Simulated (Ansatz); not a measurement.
Cd(Br)(SeH) (BrCdHSe), SMILES [SeH][Cd][Br].

The structure is a stationary point at r2SCAN-D4/def2-SVP. The def2 effective core potentials stand for the cores of Cd; spin–orbit coupling is left out. The values are those of a single conformer.

Two levels are set side by side: PBE/def2-SVPD (Ansatz, a first-principles code) and CAM-B3LYP/def2-SVPD (Ansatz). Energy differences of separate SCF runs at the same geometry; the states with an electron removed or added have multiplicity 2 and 2. Differences are taken from unrounded values.

```csv
quantity,PBE
vertical ionisation energy (eV),9.04
vertical electron affinity (eV),0.54
vertical singlet–triplet gap (eV),3.56
```

Task: These are the PBE values. What does CAM-B3LYP give? (An estimate is asked for; the answer gives what the named calculation found.)

Result: 
```
quantity                           CAM-B3LYP  PBE minus CAM-B3LYP
---------------------------------  ---------  -------------------
vertical ionisation energy (eV)         9.45                -0.41
vertical electron affinity (eV)         0.46                 0.08
vertical singlet–triplet gap (eV)       3.97                -0.41
```
